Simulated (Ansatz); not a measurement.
## Ligand exchange: InH(CH3)Br + SiH2(CH3)Br → InH2(CH3) + SiH(CH3)Br2

Species: InH(CH3)Br, singlet; SiH2(CH3)Br, singlet; InH2(CH3), singlet; SiH(CH3)Br2, singlet. The partners trade Br for H: In–Br and Si–H bonds give way to In–H and Si–Br.

Shapes, held fixed at every level: PBE0-D4/def2-TZVP. Programs: Ansatz 0.2.0. Electronic energies: no zero-point or thermal term.

| level | kind | ΔE (kJ/mol) | less CCSD(T)/def2-TZVPP | CPU time (sum over the molecules) |
| --- | --- | --- | --- | --- |
| SPW92/def2-TZVPP | LDA | +50.5 | -10.9 | 19 s |
| B3LYP-D4/def2-TZVPP | global hybrid | +62.0 | +0.6 | 69 s |
| BHLYP-D4/def2-TZVPP | global hybrid | +65.8 | +4.4 | 48 s |
| r2SCAN0-D4/def2-TZVPP | global hybrid | +61.6 | +0.2 | 79 s |
| wB97M-V/def2-TZVPP | range-separated hybrid | +56.9 | -4.5 | 2.8 min |
| CCSD/def2-TZVPP | coupled cluster or CI | +63.2 | +1.8 | – |
| CCSD(T)/def2-TZVPP | coupled cluster or CI | +61.4 | 0.0 | 28 min |

The highest level, CCSD(T)/def2-TZVPP, gives ΔE = +61.4 kJ/mol; the levels span +50.5 to +65.8. The column of differences is taken from that level and isn't an error. No measured value is set beside it here. For atoms past krypton def2 sets carry core potentials with scalar relativity. Relativity is left out for Br. Outer-core shells of Br, In are correlated, in sets that cover them unevenly. Times are processor times on shared x86 and Arm servers, and rough.
